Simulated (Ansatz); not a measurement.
Problem. Predict a relaxed structure of the cluster Zr4O8 (the lowest singlet isomer of a short search), charge 0, singlet, at PBE-D4/def2-SVP (Ansatz).

Solution. 
```csv
atom,x (Å),y (Å),z (Å)
Zr1,0.193,-0.789,2.550
Zr2,-0.179,0.132,-2.364
Zr3,-1.528,0.257,0.447
Zr4,1.578,0.256,0.211
O5,0.036,-1.122,0.487
O6,-0.045,1.324,-0.596
O7,-0.287,1.147,-3.820
O8,-1.970,-0.350,-1.325
O9,-1.795,-0.761,2.189
O10,2.104,-0.762,1.894
O11,1.747,-0.350,-1.607
O12,0.147,1.017,1.934
```
Point group Cs (tolerance 0.1 Å). This is one stationary point.

In the def2 sets Zr takes a core potential; there is no spin–orbit coupling. The relaxation made no stability test and no search for a lower SCF solution. The structure comes from a short search, and lower isomers may exist.
